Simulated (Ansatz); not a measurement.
Cost and result up the ladder for Mn(SH)2 (MnH2S2) (5 atoms). The state is a sextet with charge 0. Geometry: PBE-D4/def2-TZVP.

```xyz
5

Mn   -0.1657   -0.2778    0.2967
S    -1.6850    1.2977    0.8321
H    -0.7681    2.2993    0.8565
S     1.4046   -1.7678   -0.3294
H     1.2142   -1.5515   -1.6558
```

Ansatz on 2 threads of Intel Xeon 6975P-C on a shared host. Times are rough, and most runs start from the orbitals of an earlier one. ωB97X-V/def2-TZVP serves as the yardstick here, not as an exact answer. Differences are given only for rows in sets of like size (and for xTB, whose basis is part of the method), since another set adds its own error. Binding counts from free atoms at the same level (Mn sextet, S triplet, H doublet; other spins of the atoms weren't run), without zero-point energy or a counterpoise term.

The 6-31G sets use Cartesian d functions. LC-ωPBE has ω = 0.4 bohr⁻¹. B3LYP takes the VWN-RPA correlation.

| level | functions | binding energy per atom (eV) | difference from ωB97X-V/def2-TZVP (eV) |
| --- | --- | --- | --- |
| HF/6-31G | 59 | 1.45 | – |
| r2SCAN0-D4/def2-TZVP | 131 | 2.72 | -0.04 |
| PBE-D4/def2-SVP | 77 | 2.81 | – |
| BHLYP-D4/def2-TZVP | 131 | 2.57 | -0.19 |
| CAM-B3LYP-D4/def2-TZVP | 131 | 2.69 | -0.08 |
| LC-ωPBE/def2-TZVP | 131 | 2.75 | -0.02 |
| revPBE-D4/def2-TZVP | 131 | 2.78 | 0.02 |
| r2SCAN-D4/def2-TZVP | 131 | 2.83 | 0.07 |
| ωB97X-V/def2-TZVP | 131 | 2.77 | 0.00 |
| PBE-D4/def2-TZVPD | 158 | 2.87 | 0.10 |
| BLYP-D4/def2-TZVP | 131 | 2.74 | -0.02 |
| B97M-V/def2-TZVP | 131 | 2.79 | 0.03 |
| PBE0-D4/def2-TZVPD | 158 | 2.75 | -0.01 |
| B3LYP-D4/def2-TZVP | 131 | 2.69 | -0.08 |

Question: Estimate how long each takes.

Answer: HF/6-31G 0.4 s; PBE-D4/def2-SVP 1.1 s; BLYP-D4/def2-TZVP 1.8 s; revPBE-D4/def2-TZVP 1.8 s; PBE-D4/def2-TZVPD 2.1 s; LC-ωPBE/def2-TZVP 2.4 s; B3LYP-D4/def2-TZVP 2.6 s; BHLYP-D4/def2-TZVP 2.7 s; CAM-B3LYP-D4/def2-TZVP 2.8 s; PBE0-D4/def2-TZVPD 3.5 s; r2SCAN-D4/def2-TZVP 3.8 s; r2SCAN0-D4/def2-TZVP 4.9 s; ωB97X-V/def2-TZVP 6 s; B97M-V/def2-TZVP 6.5 s. On shared hardware such times vary by a factor of up to 3.
